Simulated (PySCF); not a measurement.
C₂H₇ClSi₃, SMILES [SiH2]1[SiH2]C([Si@@H]1Cl)=C. Heavy atoms are numbered as in [CH2:1]=[C:2]1[SiH2:3][SiH2:4][Si@H:5]1[Cl:6]. Hydrogens are named by the atom that carries them.

Geometry optimised at PBE0-D3(BJ)/def2-SVP. The geometry has at least one imaginary mode, so it is a saddle point at that level. The structure was generated by enumeration; whether it is a known compound was not checked.

The numbers are results of PySCF with B3LYP/def2-TZVP, not measurements.

ESP charges are fitted to the potential on shells at 1.4 to 2.0 van der Waals radii. Atomic charges (e), one atom of each kind:

| atom | Löwdin | ESP fit | meta-Löwdin |
|---|---|---|---|
| C1 (CH2) | -0.17 | -0.52 | -0.17 |
| C2 | -0.39 | 0.13 | -0.45 |
| Si3 (SiH2) | 0.22 | 0.11 | 0.39 |
| Si4 (SiH2) | 0.12 | 0.09 | 0.10 |
| Si5 (SiH) | -0.06 | 0.12 | 0.59 |
| Cl6 | 0.19 | -0.16 | -0.31 |
| H on C1 | 0.12 | 0.21 | 0.12 |
| H on Si3 | -0.03 | -0.05 | -0.08 |
| H on Si4 | -0.03 | -0.04 | -0.06 |
| H on Si5 | -0.03 | -0.02 | -0.09 |

Computed Mayer and Wiberg (Löwdin basis) orders of the bonds:
```json
[
 {"bond": "C1–C2", "Mayer": "1.76", "Wiberg": "2.13"},
 {"bond": "C2–Si3", "Mayer": "0.95", "Wiberg": "1.06"},
 {"bond": "Si3–Si4", "Mayer": "0.94", "Wiberg": "1.07"},
 {"bond": "C2–Si5", "Mayer": "0.95", "Wiberg": "1.07"},
 {"bond": "Si4–Si5", "Mayer": "0.92", "Wiberg": "1.05"},
 {"bond": "Si5–Cl6", "Mayer": "1.11", "Wiberg": "1.77"}
]
```
